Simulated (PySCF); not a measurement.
# Ionisation energy of Cr by level of theory

Cr [Ar] 3d5 4s1 (7S) → Cr⁺ [Ar] 3d5 (6S), as a difference of total energies. Computed with PySCF 2.14 in x2c-TZVPall (6s5p4d1f, 48 functions), with scalar relativity by spin-free X2C-1e. Correlated levels: valence: [Ar] frozen. The calculations carry no spin-orbit coupling.

```tsv
method	ionisation energy (eV)	error (eV)
UHF	6.016	-0.751
TPSS	7.242	+0.475
M06-2X	6.634	-0.133
MP2 (valence)	6.408	-0.359
SCS-MP2 (valence)	6.147	-0.620
```

Reference: 6.767 eV (measured; NIST Atomic Spectra Database, ionization energies).

Errors of the correlated levels include the incompleteness of this basis and the frozen core.
